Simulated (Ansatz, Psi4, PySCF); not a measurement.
Species: C6H13, charge 0, multiplicity 2. SMILES: C(C([CH2])CC)C
Geometry: optimised at B3LYP-D3(BJ)/def2-TZVP (Ansatz, an electronic-structure program).

Property: atomisation energy, in kcal/mol. Set-up: open shells spin-unrestricted; 6-311+G** with 5d; non-relativistic; LANL2DZ all-electron up to Ne; no dispersion term unless named; six Cartesian d functions in 6-31G* and its kin unless marked 5d; no spin-orbit coupling; atomisation electronic, to ground-state atoms; valence correlation only. CBS marks a two-point X^-3 extrapolation of the correlation energy; Hartree-Fock from the larger set. The bracket is a focal-point correction in the basis named. Ab initio and DFT rows: single points at B3LYP-D3(BJ) geometries (Ansatz).

Coupled cluster (Ansatz) is a level with limits of its own, used here on species with T1 under 0.025 (0.045 for open shells) and stable references: RI-MP2/CBS(cc-pVTZ,cc-pVQZ)+[CCSD(T)-MP2]/cc-pVTZ.

Value to compare with, RI-MP2/CBS(cc-pVTZ,cc-pVQZ)+[CCSD(T)-MP2]/cc-pVTZ (Ansatz): 1781.0 kcal/mol.

```csv
level,program,atomisation energy (kcal/mol),difference
HF/STO-3G,Ansatz,1709.1,-71.9
PBE/LANL2DZ,Ansatz,1783.0,2.0
PBE/6-31G*,Ansatz,1813.6,32.6
PBE/6-311+G**,Ansatz,1797.6,16.6
BP86/def2-SVP,PySCF,1832.6,51.6
BP86/6-31G* (5d),PySCF,1830.9,49.9
B3LYP/def2-SVP,Ansatz,1781.8,0.8
wB97X-D/6-311+G**,Psi4,1773.5,-7.5
MP2/6-311+G**,Ansatz,1703.8,-77.2
B3LYP/def2-TZVPD,Ansatz,1768.8,-12.2
B3LYP-D3(BJ)/def2-TZVPD,Ansatz + dftd3,1784.6,3.6
wB97M-V/def2-TZVPD,Ansatz,1782.5,1.5
```

Among the 9 habitual levels, MP2/6-311+G** lies farthest from RI-MP2/CBS(cc-pVTZ,cc-pVQZ)+[CCSD(T)-MP2]/cc-pVTZ (Ansatz) (-77.2 kcal/mol) and B3LYP/def2-SVP nearest (0.8); 6 of 9 lie above it, and their mean absolute difference is 34.5 kcal/mol, the median 32.6. One case shows no general order.

The levels are drawn from those run, B3LYP/6-31G* more often than the rest, none by its result; left out are runs that failed, that the program found above a lower state of the same kind, or whose <S^2> lies over 0.5 above the pure value.
